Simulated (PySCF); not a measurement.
Compound: CH9O2Si3 (doublet state).
Z-matrix (Å and degrees, GFN2-xTB geometry), rows numbered from 1:
```
O 
C   1  1.3575
Si  2  1.8483  1  122.17
Si  3  2.3139  2  118.75  1   108.12
O   3  1.6498  2   99.29  1    -8.75
Si  5  1.6135  3  155.06  2   172.15
H   1  0.9673  2  107.69  3    10.19
H   2  1.0792  1  111.29  3   169.13
H   3  1.4744  2  110.18  1  -118.07
H   4  1.4673  3  109.69  2    70.38
H   4  1.4688  3  114.44  2   -49.46
H   4  1.4697  3  113.46  2  -170.80
H   6  1.4622  5  108.15  3   -48.81
H   6  1.4605  5  108.27  3    72.12
H   6  1.4626  5  103.55  3  -168.14
```

The hyperfine couplings belong to this conformer and change with its torsions.

As a line formula: `O[CH][Si@H]([SiH3])O[SiH3]` [radical].

Computed, not measured: PySCF, UKS B3LYP, pcH-1 on C H O Si, non-relativistic, mean-field spin-orbit, GIAO. Geometry: GFN2-xTB, one conformer, isolated molecule. Couplings are sensitive to structure, and on GFN2-xTB geometries they can be far from those on DFT ones. No stability test was run, so a lower SCF solution isn't excluded.

The largest Mulliken spin populations are on C2 (+0.82) and O1 (+0.16). The angles at C2 add up to 359.0°, so it is planar; its axial dipolar tensor and the negative coupling of its proton fit spin in a p orbital normal to that plane.

**Question.** Find Q in a(H) = Q·ρ(C) for the protons on the planar carbons that carry spin.

**Answer.** 
```csv
H,C,ρ(C),a(H) (G),a/ρ (G)
H8,C2,+0.822,-17.92,-21.8
```

One proton gives one ratio, Q = -21.8 G, and no test of linearity. In every row coupling and population have opposite signs.

Couplings in gauss use g_iso = 2.0035.

Time: 81 s of wall time (grids of density and orbitals included); peak memory 1.0 GiB. Hardware: Arm Neoverse V1, one thread, shared host.
